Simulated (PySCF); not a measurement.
Gas-phase reaction: SnH₂ + SnH₂Cl₂ = SnH₃Cl + SnHCl

Method: PySCF energies plus ideal-gas RRHO corrections (1 bar). † marks an energy on the PBE0/def2-TZVP geometry and frequencies; other levels use their own. All species are closed-shell singlets. Sn: scalar-relativistic def2 core potential, no spin-orbit coupling. SnH₂, SnH₂Cl₂, SnH₃Cl, SnHCl: computed as isolated molecules; such fragments, hydroxides, amides, oligomers or adducts are transient or little studied in the gas.

LDA/def2-TZVP† gives ΔH°(298 K) = -57 kJ.

Question: What do PBE0/def2-TZVP, BLYP/def2-TZVP†, PBE0/def2-QZVP† give?

Answer: PBE0/def2-TZVP: -53 kJ; BLYP/def2-TZVP†: -58 kJ; PBE0/def2-QZVP†: -54 kJ. For scale, ΔH°(298 K) is -57 kJ at this level, -50 kJ at ωB97M-V/def2-TZVP†, and runs from -68 to -42 kJ over the 18 levels computed.
